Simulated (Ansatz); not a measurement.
Te2Pb3⁺, 5 atoms. Hardware: 4 threads of AMD EPYC on a shared host.

In the def2 sets Pb, Te take a core potential; there is no spin–orbit coupling. Correlated methods freeze 20 core orbitals; core or outer-core shells of Pb, Te are correlated, in sets that lack core-valence functions.

Problem. How many basis functions does each of these Ansatz runs have, and roughly what does it cost? PBE0-D4/def2-SVP, charge 1 doublet, relaxation, 9 steps; PBE0-D4/def2-TZVP, charge 1 doublet, energy, from earlier orbitals; MP2/def2-TZVP, charge 1 doublet, energy, from earlier orbitals; CCSD(T)/def2-SVP, charge 1 doublet, energy, from earlier orbitals; PBE-D4/def2-SVP, charge 1 doublet, energy with a search over starts; PBE0-D4/def2-SVP, charge 1 doublet, energy, from earlier orbitals; r2SCAN-D4/def2-TZVP, charge 1 doublet, energy, from earlier orbitals; HSE06-D4/def2-TZVP, charge 1 doublet, energy, from earlier orbitals; PBE-D4/def2-TZVP, charge 1 doublet, energy and forces, from earlier orbitals; PBE-D4/def2-SVP, charge 1 doublet, energy, from earlier orbitals; LDA (SPW92)/def2-TZVP, charge 1 doublet, energy, from earlier orbitals.

Solution. Other jobs shared the machine, so times can vary by a factor of up to 3. A dash marks memory too small to be measured apart from the calling script's.

```
                                                                         run  functions  fitting or Cholesky vectors  wall time  peak host memory (GiB)
            PBE-D4/def2-SVP, charge 1 doublet, energy, from earlier orbitals        130                         1528       12 s                       –
      LDA (SPW92)/def2-TZVP, charge 1 doublet, energy, from earlier orbitals        250                         1918       17 s                       –
PBE-D4/def2-TZVP, charge 1 doublet, energy and forces, from earlier orbitals        250                         1918       26 s                       –
           PBE0-D4/def2-SVP, charge 1 doublet, energy, from earlier orbitals        130                         1707       28 s                    0.86
         PBE-D4/def2-SVP, charge 1 doublet, energy with a search over starts        130                         1528       40 s                       –
        r2SCAN-D4/def2-TZVP, charge 1 doublet, energy, from earlier orbitals        250                         1918       95 s                     1.1
              MP2/def2-TZVP, charge 1 doublet, energy, from earlier orbitals        250                         2433    2.2 min                     1.4
                     PBE0-D4/def2-SVP, charge 1 doublet, relaxation, 9 steps        130                         1850      3 min                    0.85
          PBE0-D4/def2-TZVP, charge 1 doublet, energy, from earlier orbitals        250                         2166    3.4 min                     1.5
         HSE06-D4/def2-TZVP, charge 1 doublet, energy, from earlier orbitals        250                         2166    3.6 min                     1.6
           CCSD(T)/def2-SVP, charge 1 doublet, energy, from earlier orbitals        130                         1707    7.9 min                     3.1
```
